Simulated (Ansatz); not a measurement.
C$_{4}$H$_{7}$F$_{3}$, SMILES `CC(C)(F)C(F)F` at its PBE0-D4/def2-TZVP geometry, where that method's forces vanish. Charge 0, multiplicity 1.

```
atom   x (Å)   y (Å)   z (Å)
  C1   1.069   0.990   0.000
  C2  -0.070   0.065  -0.353
  C3  -1.366   0.415   0.342
  F4  -0.290   0.141  -1.729
  C5   0.285  -1.398  -0.104
  F6   1.456  -1.719  -0.695
  F7   0.429  -1.614   1.229
  H8   0.781   2.020  -0.216
  H9   1.956   0.740  -0.581
 H10   1.309   0.908   1.061
 H11  -2.163  -0.268   0.042
 H12  -1.659   1.429   0.067
 H13  -1.248   0.364   1.424
 H14  -0.488  -2.072  -0.487
```

Q: For each bond, give half the difference of the two atoms' forces along it (eV/Å; positive pushes the atoms apart) under PBE-D4, r2SCAN-D4, B3LYP-D4, ωB97M-V in def2-TZVPP. (Estimate.)

A: Ansatz gave: 
```
  bond  length (Å)  PBE-D4  r2SCAN-D4  B3LYP-D4  ωB97M-V
 C1–C2       1.510   -0.04       0.00      0.08     0.07
 C1–H8       1.091    0.10      -0.02     -0.07    -0.06
 C1–H9       1.090    0.10      -0.04     -0.08    -0.08
C1–H10       1.091    0.09      -0.02     -0.07    -0.06
 C2–C3       1.511   -0.05       0.01      0.08     0.08
 C2–F4       1.395    0.57       0.37      0.36     0.20
 C2–C5       1.526   -0.13      -0.10     -0.08    -0.09
C3–H11       1.092    0.10      -0.03     -0.07    -0.07
C3–H12       1.091    0.10      -0.03     -0.08    -0.07
C3–H13       1.090    0.09      -0.03     -0.07    -0.07
 C5–F6       1.351    0.56       0.30      0.33     0.23
 C5–F7       1.358    0.55       0.31      0.35     0.24
C5–H14       1.095    0.01      -0.13     -0.24    -0.21
```

B3LYP here is the variant with VWN-RPA as its local correlation; programs differ in this.
